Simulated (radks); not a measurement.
Isoelectronic series with 45 electrons, all held in the configuration [Kr] 4d8 5s1, which need not be the ground one along the series. Calculated with a radial shooting solver on a logarithmic mesh with Libxc functionals: scalar-relativistic Kohn-Sham, PBEsol, spin-polarised, spherical densities, point nucleus; open shells are filled with parallel spins first (spin-orbit coupling, left out, can overturn this in heavy ions). Total energies (hartree) and orbital eigenvalues (eV):

| ion | E (hartree) | 5s up | 4d down | 4d up |
|---|---|---|---|---|
| Rh | -4781.76615 | -4.8094 | -5.0301 | -6.5112 |
| Pd+ | -5042.97514 | -13.1101 | -17.0004 | -18.6669 |
| Ag2+ | -5312.11508 | -23.3003 | -31.9364 | -33.7671 |
| Cd3+ | -5589.19008 | -35.1274 | -49.3916 | -51.3732 |
| In4+ | -5874.21764 | -48.4596 | -69.1307 | -71.2545 |
| Sn5+ | -6167.22333 | -63.2177 | -91.0119 | -93.2719 |
| Sb6+ | -6468.23824 | -79.3499 | -114.9421 | -117.3342 |
| Te7+ | -6777.29764 | -96.8208 | -140.8570 | -143.3777 |
| I8+ | -7094.44025 | -115.6054 | -168.7095 | -171.3565 |
| Xe9+ | -7419.70771 | -135.6857 | -198.4646 | -201.2358 |
| Cs10+ | -7753.1444 | -157.0487 | -230.0951 | -232.9890 |
| Ba11+ | -8094.7970 | -179.6850 | -263.5798 | -266.5949 |
| La12+ | -8444.7149 | -203.5881 | -298.9014 | -302.0368 |
| Ce13+ | -8802.9495 | -228.7539 | -336.0464 | -339.3011 |
| Pr14+ | -9169.5545 | -255.1800 | -375.0033 | -378.3767 |
| Nd15+ | -9544.5860 | -282.8652 | -415.7630 | -419.2544 |
| Pm16+ | -9928.1023 | -311.8101 | -458.3179 | -461.9268 |
| Sm17+ | -10320.1640 | -342.0159 | -502.6616 | -506.3876 |
| Eu18+ | -10720.8341 | -373.4851 | -548.7889 | -552.6316 |
| Gd19+ | -11130.1778 | -406.2208 | -596.6954 | -600.6546 |
| Tb20+ | -11548.2631 | -440.2271 | -646.3777 | -650.4531 |
| Dy21+ | -11975.1601 | -475.5085 | -697.8329 | -702.0243 |
| Ho22+ | -12410.9419 | -512.0704 | -751.0586 | -755.3659 |
